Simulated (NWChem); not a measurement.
# Atomisation of Br₂Si

```xyz
3

Si     0.0000     0.0000    -1.1814
Br    -1.7817     0.0000     0.2363
Br     1.7817     0.0000     0.2363
```
Charge 0, spin multiplicity 1.

Everything below was run with NWChem. All single points use one geometry, from B3LYP/def2-SVP, a minimum by its harmonic frequencies.

Basis set: def2-TZVP. The atomisation energy is electronic alone: no zero-point, thermal, spin-orbit or counterpoise terms. No value is extrapolated to the basis-set limit. Free atoms are single determinants with multiplicities Si 3, Br 2. Correlated methods freeze the same cores in atoms and molecule, 23 orbitals in all.

The cost column gives rough processor time relative to HF; each entry includes its own SCF. Costs are the molecule's.

The Hamiltonian is non-relativistic. B3LYP has NWChem's definition, with VWN1-RPA local correlation. GW and range-separated runs recompute their integrals, the others keep them in memory, which bears on the times. The structure started from a generated list of species. No SCF solution was tested for a lower state. Open-shell Hartree-Fock references start from PBE0 orbitals; any time given for them includes that run.

```json
[
 {"method": "BP86", "atomisation energy (kcal/mol)": "___", "relative cost": "under 3"},
 {"method": "BHandHLYP", "atomisation energy (kcal/mol)": "165.6", "relative cost": "under 3"},
 {"method": "HF", "atomisation energy (kcal/mol)": "119.4", "relative cost": "1"},
 {"method": "PBE0", "atomisation energy (kcal/mol)": "___", "relative cost": "under 3"},
 {"method": "LC-wPBE (omega 0.3 per bohr)", "atomisation energy (kcal/mol)": "173.0", "relative cost": "20"},
 {"method": "PBE", "atomisation energy (kcal/mol)": "185.4", "relative cost": "under 3"},
 {"method": "B3LYP", "atomisation energy (kcal/mol)": "173.3", "relative cost": "under 3"},
 {"method": "MP2", "atomisation energy (kcal/mol)": "179.9", "relative cost": "3"}
]
```

Q: Complete the blanks.

A: 
- BP86, atomisation energy (kcal/mol): 183.7
- PBE0, atomisation energy (kcal/mol): 179.1
